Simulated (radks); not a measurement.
Question: The mean radii <r> (bohr) of the occupied orbitals of an atom or ion are listed with their occupations. Method: Dirac Kohn-Sham, Slater X-alpha with alpha = 0.948, spin-unpolarised, spherical densities, finite nucleus; Fermi nuclear charge, rms radius of each element as measured or else 0.836 A^(1/3) + 0.57 fm; computed with a radial shooting solver on a logarithmic mesh with Libxc functionals.

| orbital | occ. | <r> |
|---|---|---|
| 1s1/2 | 2 | 0.02838 |
| 2s1/2 | 2 | 0.1218 |
| 2p1/2 | 2 | 0.1028 |
| 2p3/2 | 4 | 0.1083 |
| 3s1/2 | 2 | 0.3283 |
| 3p1/2 | 2 | 0.3183 |
| 3p3/2 | 4 | 0.3296 |
| 3d3/2 | 4 | 0.3000 |
| 3d5/2 | 6 | 0.3036 |
| 4s1/2 | 2 | 0.7824 |
| 4p1/2 | 2 | 0.8207 |
| 4p3/2 | 4 | 0.8493 |
| 4d3/2 | 4 | 0.9913 |
| 4d5/2 | 6 | 1.004 |
| 5s1/2 | 2 | 2.079 |
| 5p1/2 | 0.666667 | 2.458 |
| 5p3/2 | 1.33333 | 2.551 |

Name the element and its charge. Open shells, if any, are shared by 2j + 1.

Answer: Z = 51, antimony, charge +1: Sb+ in [Kr] 4d10 5s2 5p2. The 1s radius gives Z: for a bare nucleus <r> = (2 gamma + 1)/(2Z) with gamma = sqrt(1 - (Z/c)^2), 0.028 bohr for Z = 51, and screening makes it slightly larger (0.02838 here). The occupations add up to 50, and the charge is Z minus that.
